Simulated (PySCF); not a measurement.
Identify the compound

Molecular formula: C₃H₁₂O₂Si₃. Simulated spectra:

1H NMR (400 MHz, computed): δ 5.87 (m, 1H), 5.76 (m, 1H), 5.04 (s, 6H), 4.72 (s, 1H), 1.87 (s, 3H).

13C{1H} NMR (computed): δ 155.4 (C), 138.5 (CH2), 21.8 (CH3).

Calculated, not measured (PySCF): shieldings: GIAO CAM-B3LYP/pcSseg-1, geometry: PBE0-D3(BJ)/def2-SVP. No solvent, relativity neglected, one averaged value for each set of equivalent atoms, a single conformation.

Scale: TMS for 1H (31.33 ppm), 13C (182.45 ppm) (reference shieldings calculated alike).

Choose the structure that fits.
A. C=C(C)[SiH](O[SiH3])O[SiH3]
B. C=CC[SiH](O[SiH3])O[SiH3]
C. [SiH3]O[SiH2]O[SiH2]C1CC1

Answers

A. 

1. The formula gives 1 degree of unsaturation (no ring in the answer).
2. 3 carbon signals for 3 carbons: no two carbons are equivalent.
3. Carbon types of the structure: 1 × C, 1 × CH2, 1 × CH3, leaving 7 H on heteroatoms.
4. δC 155.4: fully substituted alkene carbon; an sp2 carbon of a C=C bond.
5. δC 138.5: terminal =CH2 carbon; an sp2 carbon of a C=C bond.
6. δC 21.8: allylic methyl carbon; a saturated carbon with 1 carbon neighbour and no heteroatom attached.
7. δH 5.87, 5.76: hydrogen on a terminal =CH2 carbon; attached to an sp2 carbon and in the plane of the double bond.
8. δH 1.87: hydrogen on an allylic methyl carbon; allylic position.

The others: [SiH3]O[SiH2]O[SiH2]C1CC1 would give 2 carbon signals, not 3; C=CC[SiH](O[SiH3])O[SiH3] would give 6 signals for carbon-bound and other non-exchanging H, not 5.

Shifts are as computed, not scaled to solution data. Of 1309 compounds with measured shifts, 239 miss one by over three times the rms of a fit or turn the order of signals round; such compounds aren't used in these exercises. Multiplicities follow the n + 1 count of equivalent neighbours, as no J values were calculated; m marks all less simple cases, F and P coupling included.
